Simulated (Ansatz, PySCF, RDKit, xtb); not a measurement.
Complex: HI (SMILES I) (first 2 atoms) with H4OSi (SMILES O[SiH3]); geometry from B3LYP-D3(BJ)/def2-TZVP, rigid monomers moved along the line of their centres of mass till H2···O3 is 2.32 Å.
(charge 0, multiplicity 1):
| atom | x (Å) | y (Å) | z (Å) |
|---|---|---|---|
| I | -0.4232 | -1.1697 | -0.6328 |
| H | -0.5765 | -0.9602 | 0.9732 |
| O | -0.6376 | -0.4523 | 3.2325 |
| Si | 0.2148 | 0.8051 | 3.9084 |
| H | -1.2353 | -0.9645 | 3.7831 |
| H | -0.7017 | 1.8226 | 4.4739 |
| H | 1.0024 | 1.3744 | 2.8003 |
| H | 1.1073 | 0.3199 | 4.9870 |

Monomers are frozen at their geometry in the pair; levels with a basis set take the counterpoise correction. Rows marked so take none. RDKit's UFF carries no charges.

Rows in 3-21G carry no dispersion term and start afresh at each structure; the Pople sets are all-electron and without relativity.

Run with Ansatz (Gaussian orbitals); PySCF for 3-21G rows; RDKit for the force fields; xtb for the GFN methods. Each number belongs to the level named beside it. In def2 rows elements past Kr take small-core potentials, without spin–orbit coupling.

Question: One of these levels gives -4.55 kcal/mol for the interaction energy. Which?
A) UFF
B) HF/3-21G (no counterpoise)
C) GFN2-xTB
D) HF/def2-TZVPPD

Answer: C, GFN2-xTB. The others give 0.84 (UFF), -3.89 (HF/3-21G (no counterpoise)), -1.41 (HF/def2-TZVPPD)

Ansatz is a program for electronic structure.
